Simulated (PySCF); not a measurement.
O⁺ (oxygen, charge +1) across methods

[He] 2s2 2p2 3s1, high-spin 4P determinant (an excited configuration). Calculation: PySCF 2.14, in dyall-av2z (11s7p2d, 42 functions); no relativity, point nucleus.

```csv
method,E (hartree),mean ε 2s β (eV),mean ε 2p α (eV),mean ε 3s α (eV),Σ⟨r²⟩ (bohr²),⟨S²⟩
B3LYP,-73.7341,-48.310,-38.484,-10.062,17.92,3.751
UHF,-73.53670,-53.338,-46.893,-11.808,18.20,3.754
PBEsol,-73.4009,-46.181,-36.032,-9.568,18.05,3.751
PBE0,-73.6634,-48.527,-39.003,-10.234,18.05,3.752
LDA,-73.1596,-46.222,-36.110,-9.622,17.93,3.751
PBE,-73.6521,-46.366,-36.171,-9.581,18.00,3.751
TPSSh,-73.7370,-47.517,-37.704,-9.809,18.15,3.752
TPSS,-73.7410,-46.694,-36.610,-9.557,18.14,3.752
```

(1) Estimate the same row for r2SCAN.

The outer electron is Rydberg-like, and this basis confines it to a smaller radius and binds it less than a complete one would.

Results:

(1) E (hartree) = -73.6946; mean ε 2s β (eV) = -46.781; mean ε 2p α (eV) = -37.295; mean ε 3s α (eV) = -9.637; Σ⟨r²⟩ (bohr²) = 18.15; ⟨S²⟩ = 3.753.
